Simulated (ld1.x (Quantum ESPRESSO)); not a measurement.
# germanium, TM: configuration errors across variants

```
Element                 : germanium
Generator               : ld1.x (Quantum ESPRESSO) 7.5
Type                    : norm-conserving Troullier–Martins (Kleinman–Bylander form)
Functional              : PBE
Relativity              : fully relativistic
Frozen core             : [Ar]
Valence charge          : 14
Reference configuration : 3d10 4s2 4p2
Partial waves           : 4s (bound): rc 1.85 bohr; 4p (bound): rc 1.50 bohr; 3d (bound): rc 1.05 bohr
Local potential         : all-electron potential smoothed inside 0.80 bohr (lloc = -2)
Core correction         : Bessel-smoothed model core, default radius (core density twice the valence density)
```

Open shells are filled in proportion to 2j + 1 (rel_dist='average').

All-electron excitation energies from the reference (eV): (1) 3d10 4s2 4p1 7.446; (2) 3d10 4s2 4p0 22.888; (3) 3d10 4s1 4p0 57.679; (4) 3d9 4s2 4p2 38.682; (5) 3d10 4s0 4p4 16.188; (6) 3d10 4s1 4p3 7.969; (7) 3d10 4s2 4p1.5 2.803.

The default core radius of the base comes out at 0.29 bohr.

3 further variants failed, have other tests or another functional or relativity, and are left out.

A true bound ghost makes a file unfit for plane-wave use even where its test errors are small: the radial tests pick states by their node count and pass the ghost by.

Errors AE − PS in meV (a dash: test not solved or not reliable):

| change | (1) | (2) | (3) | (4) | (5) | (6) | (7) | bound ghosts |
| --- | --- | --- | --- | --- | --- | --- | --- | --- |
| base | +2.2 | -2.0 | -20 | -108 | +5.8 | +0.5 | +0.6 | s |
| wave 4s (bound): rc 1.85 bohr becomes 4s (bound): rc 2.78 bohr | +4.1 | +19 | -80 | -24 | -133 | -33 | +0.8 | s |
| core correction Bessel-smoothed model core inside 1.10 bohr | +2.2 | -2.0 | -20 | -103 | +5.9 | +0.5 | +0.6 | s |

**Question.** Give the same row for: wave 4p (bound): rc 1.50 bohr becomes 4p (bound): rc 1.18 bohr.

**Answer.** +3.9, -1.8, -7.0, +491, -27, -6.7, +1.0; bound ghosts: p3/2, s.
